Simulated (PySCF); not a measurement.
BrCl. Atoms are numbered in the order given.

```xyz
2

Cl     0.0000     0.0000    -1.4355
Br     0.0000     0.0000     0.6973
```
Charge 0, spin multiplicity 1.

Geometry optimised at PBE0-D3(BJ)/def2-TZVP.

These are TDA-CAM-B3LYP/def2-TZVPD (PySCF) values and carry that method's errors.

Vertical excitations; the highest root listed may be one member of a degenerate set. Isolated molecule, no solvent. State labels are in the subgroup C2v.

Computed UV-visible absorptions:
```json
[
 {"state": "S1", "symmetry": "B1", "energy (eV)": "3.32", "λ (nm)": "373", "f": "0.000", "main pairs": "HOMO−1→LUMO (degenerate set)"},
 {"state": "S2", "symmetry": "B2", "energy (eV)": "3.32", "λ (nm)": "373", "f": "0.000", "main pairs": "HOMO→LUMO (degenerate set)"},
 {"state": "S3", "symmetry": "B1", "energy (eV)": "5.94", "λ (nm)": "209", "f": "0.000", "main pairs": "HOMO−3→LUMO (degenerate set)"},
 {"state": "S4", "symmetry": "B2", "energy (eV)": "5.94", "λ (nm)": "209", "f": "0.000", "main pairs": "HOMO−2→LUMO (degenerate set)"},
 {"state": "S5", "symmetry": "B2", "energy (eV)": "7.94", "λ (nm)": "156", "f": "0.016", "main pairs": "HOMO→LUMO+2, HOMO→LUMO+5 (degenerate set)"},
 {"state": "S6", "symmetry": "B1", "energy (eV)": "7.94", "λ (nm)": "156", "f": "0.016", "main pairs": "HOMO−1→LUMO+2, HOMO−1→LUMO+5 (degenerate set)"},
 {"state": "S7", "symmetry": "B1", "energy (eV)": "8.50", "λ (nm)": "146", "f": "0.060", "main pairs": "HOMO−1→LUMO+1 (degenerate set)"},
 {"state": "S8", "symmetry": "B2", "energy (eV)": "8.50", "λ (nm)": "146", "f": "0.060", "main pairs": "HOMO→LUMO+1 (degenerate set)"},
 {"state": "S9", "symmetry": "A1", "energy (eV)": "8.60", "λ (nm)": "144", "f": "0.323", "main pairs": "HOMO−1→LUMO+3 38 %, HOMO→LUMO+4 38 %, HOMO−4→LUMO 18 %"},
 {"state": "S10", "symmetry": "A1", "energy (eV)": "8.61", "λ (nm)": "144", "f": "0.000", "main pairs": "HOMO→LUMO+4 49 %, HOMO−1→LUMO+3 49 %"},
 {"state": "T1", "symmetry": "B1", "energy (eV)": "2.48", "λ (nm)": "501", "f": "0", "main pairs": "HOMO−1→LUMO (degenerate set)"},
 {"state": "T2", "symmetry": "B2", "energy (eV)": "2.48", "λ (nm)": "501", "f": "0", "main pairs": "HOMO→LUMO (degenerate set)"},
 {"state": "T3", "symmetry": "B1", "energy (eV)": "5.10", "λ (nm)": "243", "f": "0", "main pairs": "HOMO−3→LUMO (degenerate set)"},
 {"state": "T4", "symmetry": "B2", "energy (eV)": "5.10", "λ (nm)": "243", "f": "0", "main pairs": "HOMO−2→LUMO (degenerate set)"}
]
```
Triplets are in the Tamm–Dancoff approximation.
